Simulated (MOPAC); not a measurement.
Input file for MOPAC: PM3 on CH4Se2 (SMILES C[Se][SeH]), a point of a torsion scan.

```
PM3 1SCF PRECISE CHARGE=0 THREADS=1
CH4Se2

C     -1.11153106 1    -0.09188747 1     0.03375671 1
Se     0.59720227 1     0.60795775 1    -0.65128431 1
Se    -0.16613618 1     2.06895468 1    -2.23525191 1
H     -1.65832521 1    -0.56813357 1    -0.77540389 1
H     -1.69142546 1     0.72371331 1     0.45687558 1
H     -0.86956243 1    -0.81841955 1     0.80318266 1
H     -0.17968804 1     1.14833495 1    -3.36718665 1
```

It printed:

```
*******************************************************************************
 **                                                                           **
 **                              MOPAC v23.2.5                                **
 **                                                                           **
 *******************************************************************************
 ** MOPAC's Digital Object Identifier: https://doi.org/10.5281/zenodo.6511958 **
 **                                                                           **
 ** Please cite the open-source release paper for use of this MOPAC version:  **
 ** J. E. Moussa and J. J. P. Stewart (2026)                                  **
 ** MOPAC: An open-source semiempirical molecular orbital program             **
 ** J. Open Source Softw., 11(119), 8025, https://doi.org/10.21105/joss.08025 **
 *******************************************************************************

                              PM3 CALCULATION RESULTS

 *******************************************************************************
 *  PM3        - The PM3 Hamiltonian to be used
 *
 *
 *
 *                 CHARGE ON SYSTEM = 0
 *
 *
 *
 *  PRECISE    - TIGHTER CRITERIA TO BE USED
 *  1SCF       - DO 1 SCF AND THEN STOP
 *  THREADS=1  - MULTI-THREADING NOT USED
 *  T=         - A TIME OF 172800.0 SECONDS REQUESTED
 *  DUMP=N     - RESTART FILE WRITTEN EVERY 7200.0 SECONDS REQUESTED
 *******************************************************************************
PM3 1SCF PRECISE CHARGE=0 THREADS=1
 CH4Se2

   ATOM   CHEMICAL          X               Y               Z
  NUMBER   SYMBOL      (ANGSTROMS)     (ANGSTROMS)     (ANGSTROMS)

     1       C         -1.11153106  *  -0.09188747  *   0.03375671  *
     2      Se          0.59720227  *   0.60795775  *  -0.65128431  *
     3      Se         -0.16613618  *   2.06895468  *  -2.23525191  *
     4       H         -1.65832521  *  -0.56813357  *  -0.77540389  *
     5       H         -1.69142546  *   0.72371331  *   0.45687558  *
     6       H         -0.86956243  *  -0.81841955  *   0.80318266  *
     7       H         -0.17968804  *   1.14833495  *  -3.36718665  *



          CARTESIAN COORDINATES

    NO.       ATOM           X           Y           Z

     1         C         -1.1115     -0.0919      0.0338
     2        Se          0.5972      0.6080     -0.6513
     3        Se         -0.1661      2.0690     -2.2353
     4         H         -1.6583     -0.5681     -0.7754
     5         H         -1.6914      0.7237      0.4569
     6         H         -0.8696     -0.8184      0.8032
     7         H         -0.1797      1.1483     -3.3672

  H: (PM3): J. J. P. STEWART, J. COMP. CHEM. 10, 209 (1989).
  C: (PM3): J. J. P. STEWART, J. COMP. CHEM. 10, 209 (1989).
 Se: (PM3): J. J. P. STEWART, J. COMP. CHEM. 12, 320-341 (1991).

           Empirical Formula: C H4 Se2  =     7 atoms



      MOLECULAR POINT GROUP   :   C1


      RHF CALCULATION, NO. OF DOUBLY OCCUPIED LEVELS = 10


 -------------------------------------------------------------------------------
 PM3 1SCF PRECISE CHARGE=0 THREADS=1
 CH4Se2



     1SCF WAS SPECIFIED, SO BFGS WAS NOT USED
     SCF FIELD WAS ACHIEVED


                              PM3 CALCULATION
                                                       MOPAC v23.2.5 Linux




          FINAL HEAT OF FORMATION =          1.42832 KCAL/MOL =       5.97608 KJ/MOL


          COSMO AREA              =        115.60 SQUARE ANGSTROMS
          COSMO VOLUME            =        104.20 CUBIC ANGSTROMS

          IONIZATION POTENTIAL    =          9.615114 EV
          HOMO LUMO ENERGIES (EV) =         -9.615 -3.542
          NO. OF FILLED LEVELS    =         10
          MOLECULAR WEIGHT        =        173.9626         POINT GROUP:  C1

          MOLECULAR DIMENSIONS (Angstroms)

            Atom       Atom       Distance
            H     7    H     6     4.66219
           Se     2    H     4     2.44320
            H     5    H     7     1.54638


          SCF CALCULATIONS        =          1





   ATOM   CHEMICAL          X               Y               Z
  NUMBER   SYMBOL      (ANGSTROMS)     (ANGSTROMS)     (ANGSTROMS)

     1       C         -1.11153106  *  -0.09188747  *   0.03375671  *
     2      Se          0.59720227  *   0.60795775  *  -0.65128431  *
     3      Se         -0.16613618  *   2.06895468  *  -2.23525191  *
     4       H         -1.65832521  *  -0.56813357  *  -0.77540389  *
     5       H         -1.69142546  *   0.72371331  *   0.45687558  *
     6       H         -0.86956243  *  -0.81841955  *   0.80318266  *
     7       H         -0.17968804  *   1.14833495  *  -3.36718665  *

                             CARTESIAN COORDINATES

   1    C       -1.111531060    -0.091887470     0.033756710
   2   Se        0.597202270     0.607957750    -0.651284310
   3   Se       -0.166136180     2.068954680    -2.235251910
   4    H       -1.658325210    -0.568133570    -0.775403890
   5    H       -1.691425460     0.723713310     0.456875580
   6    H       -0.869562430    -0.818419550     0.803182660
   7    H       -0.179688040     1.148334950    -3.367186650


           Empirical Formula: C H4 Se2  =     7 atoms



      MOLECULAR POINT GROUP   :   C1


                  EIGENVALUES
 -30.20885 -20.39314 -17.51348 -15.36940 -15.11451 -13.86620 -12.70081 -11.22738
  -9.86223  -9.61511  -3.54181  -0.84580  -0.31548   3.43514   3.56142   3.64419


              NET ATOMIC CHARGES AND DIPOLE CONTRIBUTIONS

  ATOM NO.   TYPE          CHARGE      No. of ELECS.   s-Pop       p-Pop
    1          C          -0.213062        4.2131     1.16482     3.04824
    2         Se          -0.015920        6.0159     1.91333     4.10259
    3         Se          -0.009197        6.0092     1.89615     4.11305
    4          H           0.081928        0.9181     0.91807
    5          H           0.088214        0.9118     0.91179
    6          H           0.090992        0.9090     0.90901
    7          H          -0.022954        1.0230     1.02295
 DIPOLE           X         Y         Z       TOTAL
 POINT-CHG.    -0.630    -0.445     0.725     1.059
 HYBRID        -0.862    -1.102    -0.557     1.506
 SUM           -1.492    -1.547     0.168     2.156


          ATOMIC ORBITAL ELECTRON POPULATIONS

     Atom    s        px        py        pz
    1  C   1.16482   0.96146   1.04442   1.04237
    2 Se   1.91333   1.13342   1.55572   1.41345
    3 Se   1.89615   1.87630   1.15220   1.08454
    4  H   0.91807
    5  H   0.91179
    6  H   0.90901
    7  H   1.02295

 **********************
 *                    *
 * JOB ENDED NORMALLY *
 *                    *
 **********************




 == MOPAC DONE ==
```

The run finished.

Cost: about 0.020 core-seconds (a rough figure).
